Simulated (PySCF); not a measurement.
PySCF input file for Sn(H)(Br)(NH2)2 (BrH5N2Sn), SMILES [NH2][SnH]([NH2])[Br], TDDFT-PBE/def2-SVPD. Coordinates come from a B3LYP-D3(BJ)/def2-SVP optimisation. The def2 effective core potentials stand for the cores of Sn; spin–orbit coupling is left out. One conformer was computed; it need not be the lowest.

```python
import numpy as np
from pyscf import gto, scf, dft, tdscf

mol = gto.M(
    atom='''
    Sn    0.15395829   -0.60204451    0.43507782
    N    -1.41228302   -1.87288122    0.11845250
    N     1.74946209   -1.43589637   -0.52701785
    Br   -0.29585700    1.71213715   -0.53651611
    H     0.44212353   -0.40597423    2.10978953
    H    -2.16668135   -1.73751189    0.79292651
    H    -1.82016108   -1.76582737   -0.81147850
    H     1.44322472   -2.01300370   -1.31224883
    H     2.39832160   -0.73881394   -0.89485870
    ''',
    basis='def2-SVPD',
    ecp={'Sn': 'def2-svp'},
    charge=0,
    spin=0,
    max_memory=1600,
    verbose=4,
)
mf = dft.RKS(mol, xc='pbe').density_fit(auxbasis='def2-universal-jkfit')
mf.grids.level = 3
mf.conv_tol = 1e-9
mf.max_cycle = 100
mf.kernel()
mf.grids = dft.Grids(mol).set(level=1).build(with_non0tab=True)  # coarser grid for the response kernel
td = tdscf.TDDFT(mf)
td.singlet = True
td.nstates = 10
td.conv_tol = 1e-4
td.positive_eig_threshold = 1e-6
td.kernel(x0=td.get_init_guess(mf, 15))
td.analyze()
tt = tdscf.TDA(mf)
tt.singlet = False
tt.nstates = 4
tt.conv_tol = 1e-4
tt.positive_eig_threshold = 1e-6
tt.kernel(x0=tt.get_init_guess(mf, 9))
tt.analyze(verbose=3)
```

Output:

```
PySCF version 2.14.0

[INPUT] verbose = 4
[INPUT] num. atoms = 9
[INPUT] num. electrons = 76
[INPUT] charge = 0
[INPUT] spin (= nelec alpha-beta = 2S) = 0
[INPUT] symmetry False subgroup None
[INPUT] Mole.unit = angstrom
[INPUT] Symbol           X                Y                Z      unit          X                Y                Z       unit  Magmom
[INPUT]  1 Sn     0.153958290000  -0.602044510000   0.435077820000 AA    0.290939002706  -1.137699238698   0.822177922673 Bohr   0.0
[INPUT]  2 N     -1.412283020000  -1.872881220000   0.118452500000 AA   -2.668828118174  -3.539232569641   0.223842783770 Bohr   0.0
[INPUT]  3 N      1.749462090000  -1.435896370000  -0.527017850000 AA    3.306004215409  -2.713450882557  -0.995919399257 Bohr   0.0
[INPUT]  4 Br    -0.295857000000   1.712137150000  -0.536516110000 AA   -0.559088702035   3.235470301193  -1.013868509317 Bohr   0.0
[INPUT]  5 H      0.442123530000  -0.405974230000   2.109789530000 AA    0.835492384926  -0.767180108331   3.986924392175 Bohr   0.0
[INPUT]  6 H     -2.166681350000  -1.737511890000   0.792926510000 AA   -4.094434350703  -3.283421610275   1.498413940807 Bohr   0.0
[INPUT]  7 H     -1.820161080000  -1.765827370000  -0.811478500000 AA   -3.439605943793  -3.336930112561  -1.533472120973 Bohr   0.0
[INPUT]  8 H      1.443224720000  -2.013003700000  -1.312248830000 AA    2.727299457002  -3.804025680736  -2.479790895981 Bohr   0.0
[INPUT]  9 H      2.398321600000  -0.738813940000  -0.894858700000 AA    4.532170982629  -1.396156003611  -1.691037863184 Bohr   0.0

nuclear repulsion = 387.619038261452
number of shells = 63
number of NR pGTOs = 260
number of NR cGTOs = 153
basis = def2-SVPD
ecp = {'Sn': 'def2-svp'}


[settings echo left out]
init E= -2875.86514639992
  HOMO = -0.616425422716937  LUMO = -0.582386514427745  gap/eV = 0.92625
cycle= 1 E= -2896.90386814938  delta_E=  -21  |g|= 3.64  |ddm|= 11.2
  HOMO = 0.0488482281124893  LUMO = 0.0537358552006013  gap/eV = 0.13300
cycle= 2 E= -2822.72551734419  delta_E= 74.2  |g|=   11  |ddm|= 28.9
  HOMO = -0.248572567188391  LUMO = -0.191708251481423  gap/eV = 1.54736
cycle= 3 E= -2899.79582370856  delta_E= -77.1  |g|= 1.06  |ddm|= 27.9
  HOMO = -0.134368150089058  LUMO = -0.0803517511036701  gap/eV = 1.46986
cycle= 4 E= -2898.92530312608  delta_E= 0.871  |g|= 2.04  |ddm|= 4.44
  HOMO = -0.216766298673562  LUMO = -0.0675347643855515  gap/eV = 4.06080
cycle= 5 E= -2900.08446436771  delta_E= -1.16  |g|= 0.327  |ddm|= 3.36
  HOMO = -0.229280601707102  LUMO = -0.0830811048283156  gap/eV = 3.97829
cycle= 6 E= -2900.10377615134  delta_E= -0.0193  |g|= 0.172  |ddm|= 0.727
  HOMO = -0.230213080788798  LUMO = -0.0784990677652065  gap/eV = 4.12835
cycle= 7 E= -2900.10925262477  delta_E= -0.00548  |g|= 0.0564  |ddm|= 0.256
  HOMO = -0.230692315289408  LUMO = -0.0787676479340285  gap/eV = 4.13408
cycle= 8 E= -2900.10996107201  delta_E= -0.000708  |g|= 0.0241  |ddm|= 0.102
  HOMO = -0.232534987769305  LUMO = -0.0791877725902121  gap/eV = 4.17279
cycle= 9 E= -2900.11010419229  delta_E= -0.000143  |g|= 0.00379  |ddm|= 0.0369
  HOMO = -0.232477049710537  LUMO = -0.0791295133902822  gap/eV = 4.17280
cycle= 10 E= -2900.11010812869  delta_E= -3.94e-06  |g|= 0.00201  |ddm|= 0.0115
  HOMO = -0.232579245244335  LUMO = -0.0792311454774782  gap/eV = 4.17281
cycle= 11 E= -2900.1101098119  delta_E= -1.68e-06  |g|= 0.000186  |ddm|= 0.00397
  HOMO = -0.232561814506394  LUMO = -0.0792205194103206  gap/eV = 4.17263
cycle= 12 E= -2900.11010982132  delta_E= -9.42e-09  |g|= 9.79e-05  |ddm|= 0.000402
  HOMO = -0.232561479337431  LUMO = -0.0792190965908235  gap/eV = 4.17266
cycle= 13 E= -2900.11010982486  delta_E= -3.55e-09  |g|= 5.73e-06  |ddm|= 0.000147
  HOMO = -0.232561386870167  LUMO = -0.0792193392438973  gap/eV = 4.17265
cycle= 14 E= -2900.11010982485  delta_E= 1.27e-11  |g|= 3.66e-06  |ddm|= 1.31e-05
  HOMO = -0.232562021401276  LUMO = -0.0792192434908597  gap/eV = 4.17267
Extra cycle  E= -2900.11010982487  delta_E= -2.27e-11  |g|= 7.8e-06  |ddm|= 1.68e-05
converged SCF energy = -2900.11010982487
tot grids = 37960
Overwritten attributes  positive_eig_threshold  of <class 'pyscf.tdscf.rks.CasidaTDDFT'>


******** <class 'pyscf.tdscf.rks.CasidaTDDFT'> for <class 'pyscf.df.df_jk.DFRKS'> ********
nstates = 10 singlet
deg_eia_thresh = 1.000e-03
wfnsym = None
conv_tol = 0.0001
eigh lindep = 1e-12
eigh level_shift = 0
eigh max_cycle = 100


Excitation energies (eV)
[4.51044809 4.7132779  4.97660828 5.08268231 5.54278666 5.71485042
 5.82251424 5.98272112 6.11782651 6.24402629]

** Singlet excitation energies and oscillator strengths **
Excited State   1:      4.51045 eV    274.88 nm  f=0.0430
      37 -> 39       -0.21727
      38 -> 39        0.65909
Excited State   2:      4.71328 eV    263.05 nm  f=0.0862
      36 -> 39        0.14703
      37 -> 39       -0.63576
      38 -> 39       -0.20693
Excited State   3:      4.97661 eV    249.13 nm  f=0.0403
      36 -> 39       -0.68337
      37 -> 39       -0.10637
Excited State   4:      5.08268 eV    243.93 nm  f=0.0040
      35 -> 39        0.70169
Excited State   5:      5.54279 eV    223.69 nm  f=0.0096
      37 -> 40        0.21622
      38 -> 40        0.65752
      38 -> 41        0.10369
Excited State   6:      5.71485 eV    216.95 nm  f=0.0139
      37 -> 40       -0.63635
      38 -> 40        0.16353
      38 -> 41        0.24710
Excited State   7:      5.82251 eV    212.94 nm  f=0.0558
      37 -> 40        0.18502
      37 -> 41        0.24228
      38 -> 40       -0.12724
      38 -> 41        0.61036
Excited State   8:      5.98272 eV    207.24 nm  f=0.0185
      37 -> 41        0.63307
      38 -> 41       -0.17591
Excited State   9:      6.11783 eV    202.66 nm  f=0.0057
      36 -> 40       -0.68010
      36 -> 41        0.12498
Excited State  10:      6.24403 eV    198.56 nm  f=0.0089
      38 -> 42       -0.69032

** Transition electric dipole moments (AU) **
state          X           Y           Z        Dip. S.      Osc.
  1         0.6131      0.1167      0.0058      0.3896      0.0430
  2        -0.2252      0.8279      0.1037      0.7469      0.0862
  3        -0.2083      0.3740     -0.3840      0.3308      0.0403
  4         0.1196     -0.1269     -0.0445      0.0324      0.0040
  5         0.0179      0.2599      0.0509      0.0704      0.0096
  6         0.0045      0.3152     -0.0019      0.0994      0.0139
  7         0.2359     -0.5339      0.2243      0.3911      0.0558
  8         0.2496      0.2496      0.0398      0.1262      0.0185
  9        -0.0552     -0.1863      0.0027      0.0378      0.0057
 10        -0.2305      0.0470      0.0506      0.0579      0.0089

WARN: ECP detected. Skipping calculation of transition velocity and magnetic dipole moments, which have not yet been implemented.

Overwritten attributes  positive_eig_threshold  of <class 'pyscf.tdscf.rks.TDA'>


******** <class 'pyscf.tdscf.rks.TDA'> for <class 'pyscf.df.df_jk.DFRKS'> ********
nstates = 4 triplet
deg_eia_thresh = 1.000e-03
wfnsym = None
conv_tol = 0.0001
eigh lindep = 1e-12
eigh level_shift = 0
eigh max_cycle = 100


Excitation energies (eV)
[3.94165199 4.08206753 4.57618885 4.76799226]

** Triplet excitation energies and oscillator strengths **
Excited State   1:      3.94165 eV    314.55 nm  f=0.0000
Excited State   2:      4.08207 eV    303.73 nm  f=0.0000
Excited State   3:      4.57619 eV    270.93 nm  f=0.0000
Excited State   4:      4.76799 eV    260.03 nm  f=0.0000
```

The calculation finished and met its thresholds.
